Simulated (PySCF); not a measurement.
```xyz
4
charge 0 multiplicity 1, angstrom
Ge    0.0000    0.0000    0.5749
S     0.0000    0.0000    2.5876
Br    1.8172    0.0000   -0.7933
Br   -1.8172    0.0000   -0.7933
```

Level of theory: PySCF, PBE0, basis Ge def2-TZVP, S def2-TZVP, Br def2-TZVP (no relativity, density fitting).

This geometry of GeSBr2 is a stationary point at this level.

(1) What is the point group?

(2) Is it a minimum?

(3) List the harmonic modes with their infrared intensities.

(4) Give the atomic charges and bond orders.

Answers

(1) C2v.

(2) Yes: all harmonic wavenumbers are real.

(3) 
| symmetry | ω (cm⁻¹) | IR (km/mol) |
| --- | --- | --- |
| a1 | 104 | 0.8 |
| b2 | 127 | 5.4 |
| b1 | 128 | 3.2 |
| a1 | 279 | 11.9 |
| b2 | 329 | 68.8 |
| a1 | 584 | 63.6 |

(4) 
```
 atom  Mulliken  Löwdin  polar tensor  Mayer order to Ge1
  Ge1      0.68   -0.36          1.37                   –
   S2     -0.30    0.04         -0.51                2.03
Br3,4     -0.19    0.16         -0.43                1.06
```

Other isomers or separated fragments may lie lower.
